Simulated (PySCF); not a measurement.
Molecule: C3H9B, SMILES CBCC. Atoms near the plane z = 0.0 Å, at the PBE0/def2-SVP optimised geometry (x, y, z in Å): B1 (0.4, 0.6, 0.0), H2 (-0.2, 1.6, 0.0), C3 (2.0, 0.6, 0.0), H4 (2.5, -0.4, 0.0), H5 (2.3, 1.1, 0.9), H6 (2.3, 1.1, -0.9), C7 (-0.4, -0.8, 0.0), C8 (-2.0, -0.7, 0.0), H9 (-0.1, -1.4, 0.8), H10 (-0.1, -1.3, -0.9), H11 (-2.3, -0.1, -0.8), H12 (-2.3, -0.1, 0.9), H13 (-2.5, -1.6, 0.0).

Calculation: PySCF with PBE0/def2-TZVP. Cells within 0.4 Å of a nucleus heavier than hydrogen are left out (blank, or x). The values are rescaled to run from 0 to 1.

```
|11111111111111111111111111111|
|11111111111111111111111111111|
|11111111111111111111111111111|
|11111111111111111111111111111|
|11111111111111111111111111111|
|11111111111111111111111111111|
|11111111111111111111111111111|
|11111111111100111100001111111|
|11111111111101211000000011111|
|11111111111116841000000001111|
|11111111110125962110011101111|
|11111110000013663342231001111|
|111110000000124xx78xxx0000111|
|111100110000136xx676xx2100111|
|11110012000126862232596101111|
|11100013x13338841011497100111|
|1110000xxx76xx310000122001111|
|11100136x355xx100000000001111|
|11100169511102200000000011111|
|11100178310001100001111111111|
|11110011100000100111111111111|
|11110000000000001111111111111|
|11111000011111111111111111111|
|11111111111111111111111111111|
|11111111111111111111111111111|
|11111111111111111111111111111|
|11111111111111111111111111111|
|11111111111111111111111111111|
|11111111111111111111111111111|
```
Scale: ten equal steps from 0.000 (start of '0') to 1.00 (end of '9'), in the order '0123456789'; x runs from -4.50 to 4.50, y from -4.50 (bottom) to 4.50 (top).

### Question
Which quantity is mapped?
(A) an orbital amplitude
(B) electrostatic potential
(C) electron localisation function
(D) deformation density (molecule minus spherical neutral atoms)

### Answer
D, deformation density (molecule minus spherical neutral atoms). In full: deformation density (molecule minus spherical neutral atoms) (e/bohr³).
